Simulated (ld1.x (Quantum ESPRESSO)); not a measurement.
## Pd: one change to a TM potential, before and after

| Property | Result |
| --- | --- |
| Element | palladium |
| Generator | ld1.x (Quantum ESPRESSO) 7.5 |
| Type | norm-conserving Troullier–Martins (Kleinman–Bylander form) |
| Functional | PBEsol |
| Relativity | scalar-relativistic |
| Frozen core | [Ar] 3d10 |
| Valence charge | 18 |
| Reference configuration | 4s2 4p6 4d10 5s0 |
| Partial waves | 4s (bound): rc 1.45 bohr; 4d (bound): rc 1.20 bohr; 4p (bound): rc 1.45 bohr |
| Local potential | the p channel |
| Core correction | none |

All-electron outer shells of the reference configuration (PBEsol, scalar-relativistic, ld1.x):

| shell | level (eV) | outermost node (bohr) | outermost maximum (bohr) |
| --- | --- | --- | --- |
| 3d | -325.50 | – | 0.28 |
| 4s | -85.25 | 0.45 | 0.85 |
| 4p | -51.14 | 0.46 | 0.91 |
| 4d | -4.05 | 0.45 | 1.10 |
| 5s | -3.30 | 1.15 | 2.67 |

Change: wave 4p (bound): rc 1.45 bohr becomes 4p (bound): rc 1.14 bohr.

Cutoffs: the cutoffs (Ry, on a coarse ladder) from which the occupation-weighted sum of valence levels, in a spherical-Bessel basis at the reference potential, stays within 10 and 1 mRy of its value at 400 Ry; they do not see the model core or the augmentation charge, which bear on the density cutoff. Errors are all-electron minus pseudo energies relative to the spin-unpolarised reference configuration.

Predict the effect on cutoff, ghosts and configuration errors.

The potential gets harder (80 Ry and 110 Ry → 140 Ry and 180 Ry); of the 7 tests that both files solve, the error grows in 0 and shrinks in 6 by more than 15 % and 0.3 meV (median size 43.2 → 27.1 meV); the range in which the p phases agree widens (upper end 2.7 → 4.4); neither file shows a bound ghost. A smaller radius makes the pseudo-wave follow the all-electron one further in, where it bends more sharply, so more plane waves are needed. Less of the atom is replaced, so other configurations are described better.

| quantity | base | changed |
| --- | --- | --- |
| cutoff, loose | 80 Ry | 140 Ry |
| cutoff, tight | 110 Ry | 180 Ry |
| loose cutoff by channel (10 mRy a level) | s 45 Ry, d 55 Ry, p 30 Ry | s 45 Ry, d 55 Ry, p 70 Ry |
| bound ghosts | none | none |
| error for 4s2 4p6 4d9 5s0, meV [ΔE 9.12 eV] | +2.4 | +1.0 |
| error for 4s2 4p6 4d8 5s0, meV [ΔE 29.94 eV] | +13 | +4.1 |
| error for 4s2 4p6 4d7 5s0, meV [ΔE 64.29 eV] | +43 | +14 |
| error for 4s2 4p5 4d10 5s0, meV [ΔE 57.11 eV] | -33 | -27 |
| error for 4s2 4p6 4d6 5s0, meV [ΔE 113.61 eV] | +107 | +40 |
| error for 4s1 4p6 4d10 5s0, meV [ΔE 91.49 eV] | -90 | -100 |
| error for 4s2 4p6 4d8 5s1, meV [ΔE 13.66 eV] | +803 | +651 |
| s: phases at 1.59 bohr within 0.05 rad from the reference energy up to (Ry; the scan ends near 5) | -0.2 | 0.2 |
| p: phases at 1.59 bohr within 0.05 rad from the reference energy up to (Ry; the scan ends near 5) | 2.7 | 4.4 |
| d: phases at 1.59 bohr within 0.05 rad from the reference energy up to (Ry; the scan ends near 5) | to the end of the scan | to the end of the scan |
